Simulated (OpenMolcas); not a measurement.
## Al+: effect of the IPEA shift

```json
{
  "Program": "OpenMolcas",
  "Basis": "ANO-RCC-VTZP [5s4p2d1f]",
  "Scalar Hamiltonian": "DKH2, point nucleus",
  "Active space": "2 electrons in 8 orbitals (3s 3p 4s 4p)",
  "State averaging": "2S+1 = 3 even, 3 roots; 2S+1 = 1 even, 7 roots; 2S+1 = 3 odd, 3 roots; 2S+1 = 1 odd, 3 roots",
  "Spin-orbit coupling": "state interaction with AMFI integrals over the reference wave functions, term energies averaged over their components"
}
```

Methods on the same reference wave functions:
A. CASSCF
B. MS-CASPT2, IPEA 0 Eh, imaginary shift 0.1 Eh (closed shells correlated: 2s 2p)
C. MS-CASPT2, IPEA 0.25 Eh, imaginary shift 0.1 Eh (closed shells correlated: 2s 2p)

Energies in cm-1 above 3s2 1S0, the measured ground level; measured values from NIST Handbook of Basic Atomic Spectroscopic Data.

```json
{"Level": "3s2 1S0", "A": "0.0", "B": "0.0", "C": "0.0", "Measured": "0.0"}
{"Level": "3s 3p 3P* 0", "A": "37350", "B": "36960", "C": "37030", "Measured": "37393"}
{"Level": "3s 3p 3P* 1", "A": "37401", "B": "37011", "C": "37080", "Measured": "37454"}
{"Level": "3s 3p 3P* 2", "A": "37502", "B": "37112", "C": "37182", "Measured": "37578"}
{"Level": "3s 3p 1P* 1", "A": "67701", "B": "60928", "C": "61312", "Measured": "59852"}
```

Deviations, from unrounded energies. A percentage is the sum of absolute deviations over the sum of measured energies, with the sign that they share, or ± where signs differ.

```json
{"Against measurement": "mean absolute deviation (cm-1)", "Levels": "4", "A": "2000", "B": "600", "C": "650"}
{"Against measurement": "other configurations (%)", "Levels": "4", "A": "±4.7", "B": "±1.4", "C": "±1.5"}
```

B lies closest to measurement on these levels and A furthest from it. The largest miss of B in the table is 3s 3p 1P* 1, by +1100 cm-1. The ranking rests on the paired levels alone, and a cruder setting can come out closer through cancelling errors.

Between B and C the level of the table that moves most is 3s 3p 1P* 1, by 380 cm-1 (lowest in B, highest in C).

The lowest spin-free term lies below A's lowest term by 0.210 hartree in B, 0.209 hartree in C.

Over all roots computed the reference weight is 0.88 to 0.99 in B, 0.89 to 0.99 in C; the roots of lowest weight are the least certain, and an intruder state may touch them. The run also gave levels led by 3s 4s, which use shells meant for correlation; these and all levels above them are left out. Without dynamic correlation excited terms often stand tens of per cent too high (terms of higher spin than the ground term too low), and those without a measured partner can miss by more than the paired ones (holds for A). Computed and measured levels are paired by configuration, term and J; levels that our copy of the source lacks, or whose pairing is in doubt (as where it misses far off the trend of its configuration), stay unpaired and out of the deviations. Levels of configurations outside the active space are missing. The table leaves out levels that lie high or whose names do not pair safely across all columns.

* marks odd parity.
